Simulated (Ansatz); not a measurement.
Species: C2H5Br2Si, charge 0, multiplicity 2. It need not be the lowest isomer of its formula. 
Coordinates optimised at B3LYP-D3(BJ)/def2-TZVP (Ansatz, a first-principles code):
```
Si
C 1 1.8237
H 2 1.0830 1 122.12
H 2 1.0842 3 115.74 1 -180.00
C 1 1.8549 2 113.87 3 -180.00
H 5 1.0898 1 110.58 2 -180.00
H 5 1.0916 6 108.60 1 -120.81
H 5 1.0916 6 108.60 7 -118.38
Br 1 2.2430 2 108.49 3 58.25
Br 1 2.2430 2 108.49 3 -58.25
```
Charge 0, spin multiplicity 2.

Total electronic energies in hartree. Valence correlation only, unless marked. Open shells are spin-unrestricted. Spin-orbit coupling is left out. Frozen are the shells of the preceding noble gas and the d and f shells that filled before the atom's block. No relativistic terms. CBS(X,Y): correlation extrapolated as X^-3; Hartree-Fock from the larger set.

```
level                               program  energy (Eh)
----------------------------------  -------  -----------
HF/STO-3G                            Ansatz  -5452.74559
HF/def2-TZVPP                        Ansatz  -5512.54281
B97M-V/def2-TZVPD                    Ansatz  -5516.13700
r2SCAN0/def2-TZVPD                   Ansatz  -5517.02357
MP2/6-31G                            Ansatz  -5511.93873
SCS-MP2/def2-SVP                     Ansatz  -5512.29520
CCSD(T)/STO-3G                       Ansatz  -5452.92176
CCSD(T)/def2-SVP                     Ansatz  -5512.37953
CCSD(T)/CBS(def2-TZVPP,def2-QZVPP)   Ansatz   -5513.6157
```

Totals of different functionals don't rank their quality; only differences between species are comparable.
